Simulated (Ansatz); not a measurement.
(E)-1-bromo-2-chloroprop-1-ene (C3H4BrCl), SMILES C/C(Cl)=C\Br.

Geometry optimised at r2SCAN-D4/def2-SVP.

Two levels are set side by side: PBE/def2-SVPD (Ansatz, a program for electronic structure) and CAM-B3LYP/def2-SVPD (Ansatz). Energy differences of separate SCF runs at the same geometry; the states with an electron removed or added have multiplicity 2 and 2. Differences are taken from unrounded values.

| quantity | PBE |
|---|---|
| vertical ionisation energy (eV) | 8.88 |
| vertical singlet–triplet gap (eV) | 3.81 |

Problem. These are the PBE values. What does CAM-B3LYP give? (Estimate from the structure and the level; the computed values follow.)

Solution. 
```
quantity                           CAM-B3LYP  PBE minus CAM-B3LYP
---------------------------------  ---------  -------------------
vertical ionisation energy (eV)         9.26                -0.38
vertical singlet–triplet gap (eV)       3.82                -0.02
```
